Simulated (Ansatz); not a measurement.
`[F][Sn]([F])([F])[F]` + HCl → `[F][Sn]([F])([F])[Cl]` + H–F at 400 K and 1 bar (ligand exchange at the Sn–F bond).

Computed with Ansatz on PBE0-D4/def2-TZVP structures; ΔE is electronic, products minus reactants. CCSD(T)/CBS adds triple-zeta CCSD(T) − MP2 to the extrapolated MP2 energy (def2 sets, frozen cores). This one scheme is used for every species. Elements past krypton have def2 core potentials. For Sn outer-core shells are correlated without core-valence functions, which leaves a few kJ/mol of doubt a bond.

```json
{"species": "`[F][Sn]([F])([F])[F]`", "CCSD(T)/CBS energy (Eh)": "-613.31403", "H − E (kJ/mol)": "49.8", "S (J/(mol·K))": "351.1"}
{"species": "HCl", "CCSD(T)/CBS energy (Eh)": "-460.38127", "H − E (kJ/mol)": "29.6", "S (J/(mol·K))": "195.4"}
{"species": "`[F][Sn]([F])([F])[Cl]`", "CCSD(T)/CBS energy (Eh)": "-973.31691", "H − E (kJ/mol)": "48.7", "S (J/(mol·K))": "374.3"}
{"species": "H–F", "CCSD(T)/CBS energy (Eh)": "-100.39570", "H − E (kJ/mol)": "36.5", "S (J/(mol·K))": "182.2"}
```

H − E and S are ideal-gas, rigid-rotor, harmonic terms from PBE0-D4/def2-TZVP. 1 Eh = 2625.50 kJ/mol, R = 8.31446 J/(mol·K).

**Question.** By hand: ΔE, ΔH, ΔS and ΔG.

**Answer.** ΔE = (-973.31691) + (-100.39570) − (-613.31403) − (-460.38127) = -0.01731 Eh = -45.4 kJ/mol. Δ(H − E) = 48.7 + 36.5 − 49.8 − 29.6 = 5.8, so ΔH = -39.6 kJ/mol. ΔS = 374.3 + 182.2 − 351.1 − 195.4 = 10.0 J/(mol·K). ΔG = -39.6 − 400 × (10.0)/1000 = -43.6 kJ/mol.

**Question.** By hand: the equilibrium constant, and the temperature at which ΔG would vanish if ΔH and ΔS stayed fixed.

**Answer.** log₁₀ K = −ΔG/(RT ln 10) = 5.7. ΔH and −TΔS have one sign here, so there is no such temperature.

The number of gas molecules stays the same, so ΔS is small and ΔH decides. A doubt of 5 kJ/mol in ΔE shifts log₁₀ K by 0.7 here. These are equilibria of isolated gas molecules and say nothing of rates. Largest T1 diagnostic: 0.015 (customary marks: 0.02 for closed shells, 0.045 for open ones).
